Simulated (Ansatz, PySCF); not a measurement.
Spin gap between two states, R1 and P1; the higher of the two is an excited state, each structure at its B3LYP-D3(BJ)/def2-TZVP stationary point, reached from a drawn start (curvature not checked).
R1, C2H4 (SMILES C=C) (charge 0, multiplicity 1):
```xyz
6

C      0.0000     0.0000     0.6623
C      0.0000     0.0000    -0.6623
H      0.6515     0.6516     1.2319
H     -0.6515    -0.6516     1.2319
H      0.6516     0.6515    -1.2319
H     -0.6516    -0.6515    -1.2319
```
P1, C2H4 (SMILES C=C) (charge 0, multiplicity 3):
```xyz
6

C      0.00000     0.00000     0.72130
C      0.00000     0.00000    -0.72130
H      0.92323     0.00000     1.29369
H     -0.92323     0.00000     1.29369
H      0.00000     0.92323    -1.29369
H      0.00000    -0.92323    -1.29369
```

```csv
level,spin gap (kcal/mol),"minus CCSD(T)/CBS(cc-pVTZ, cc-pVQZ)",cost
BLYP/def2-TZVPP,65.87,-2.85,×1
revPBE-D4/def2-TZVPP,62.96,-5.77,×1
r2SCAN/def2-TZVPP,57.19,-11.53,×1
B3LYP-D4/def2-TZVPP,64.50,-4.22,×1
PBE0/def2-TZVPP,61.45,-7.27,×1
M06-2X/def2-TZVPP,67.49,-1.23,-
CAM-B3LYP/def2-TZVPP,63.78,-4.95,×1
CAM-B3LYP-D4/def2-TZVPP,63.78,-4.94,×1
wB97X-V/def2-TZVPP,65.85,-2.87,×2
MP2/cc-pVQZ,70.91,2.19,-
SCS-MP2/cc-pVTZ,70.80,2.08,-
CCSD/cc-pVTZ,65.15,-3.58,-
CCSD/cc-pVQZ,65.65,-3.08,-
"CCSD(T)/CBS(cc-pVTZ, cc-pVQZ)",68.73,0.00,×50*
```

 The comparison column counts from a level with limits of its own.

P less R. No zero-point or thermal terms; singlets are restricted closed shells; open shells are unrestricted.

Frozen-core correlation throughout. CBS(a, b) extrapolates the correlation energy as X⁻³ and adds the Hartree–Fock energy of set b.

Programs: Ansatz (a first-principles code); PySCF for M06-2X and the D3/D4 terms. Each number belongs to the level named beside it.

Costs are rough ratios of core time to PBE/def2-TZVPP (about 4 s over the structures, on one shared machine); a dash marks a level with no comparable run of its own. A star marks coupled-cluster runs past 200 virtual orbitals, where the program's memory plan changes under this machine's limit, so their costs aren't comparable with smaller runs.
